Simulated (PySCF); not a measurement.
Bi(Br)(TeH)2, H₂BiBrTe₂, SMILES [Br][Bi]([TeH])[TeH] (B3LYP/def2-SVP optimised geometry):

```
6

Bi     1.381     0.490     0.000
Br     1.550    -2.165    -0.269
Te    -1.522     0.490     0.000
H     -1.550     2.165     0.000
Te     1.645     1.507    -2.698
H      3.299     1.708    -2.501
```

Method: B3LYP/def2-TZVP, def2 effective core potentials past Kr (PySCF 2.14.0).

Q: What are the frontier orbital energies and the dipole moment?

A: HOMO-2 -7.32 eV, HOMO-1 -6.52 eV, HOMO -6.39 eV, LUMO -2.79 eV, LUMO+1 -2.53 eV; dipole moment 3.06 D.
